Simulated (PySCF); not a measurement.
Electron correlation in Tc²⁺ (technetium, charge +2)

[Kr] 4d5, high-spin 6S determinant. All numbers are calculated (PySCF 2.14, scalar relativity through the core potential, in aug-cc-pVDZ-PP with ECP28MDF (5s5p4d2f, 54 functions)). Frozen: 4s2 4p6; 5 electrons correlated.

```tsv
level	correlation energy (mhartree)
CCSD	-49.01
(T)	-0.27
CCSD(T)	-49.28
```

Diagnostics: T1 = 0.0029, D1 = 0.0041, largest double amplitude 0.019.

Cost of the coupled-cluster step: about 0.6 core-seconds, for 5 correlated electrons.

Iterations:

```
CC2 = 0
CCSD nocc = (np.int64(5), np.int64(0)), nmo = (50, 50)
frozen orbitals [[0, 1, 2, 3], [0, 1, 2, 3]]
max_cycle = 100
direct = 0
conv_tol = 1e-08
conv_tol_normt = 1e-06
diis_space = 8
diis_start_cycle = 0
Init t2, MP2 energy = -0.0427584802917268
Init E_corr(UCCSD) = -0.0427584802936047
cycle = 1  E_corr(UCCSD) = -0.0481433895277141  dE = -0.00538490923  norm(t1,t2) = 0.0159904
cycle = 2  E_corr(UCCSD) = -0.0488639731846295  dE = -0.000720583657  norm(t1,t2) = 0.00338829
cycle = 3  E_corr(UCCSD) = -0.0490190270904414  dE = -0.000155053906  norm(t1,t2) = 0.000977479
cycle = 4  E_corr(UCCSD) = -0.0490082874898376  dE = 1.07396006e-05  norm(t1,t2) = 0.000117637
cycle = 5  E_corr(UCCSD) = -0.0490089879075584  dE = -7.00417721e-07  norm(t1,t2) = 1.10062e-05
cycle = 6  E_corr(UCCSD) = -0.049008967199048  dE = 2.07085104e-08  norm(t1,t2) = 1.19225e-06
cycle = 7  E_corr(UCCSD) = -0.0490089697919455  dE = -2.59289753e-09  norm(t1,t2) = 7.00528e-08
UCCSD converged
E(UCCSD) = -79.1689253735068  E_corr = -0.04900896979194552
UCCSD(T) correction = -0.000265092301584917
```
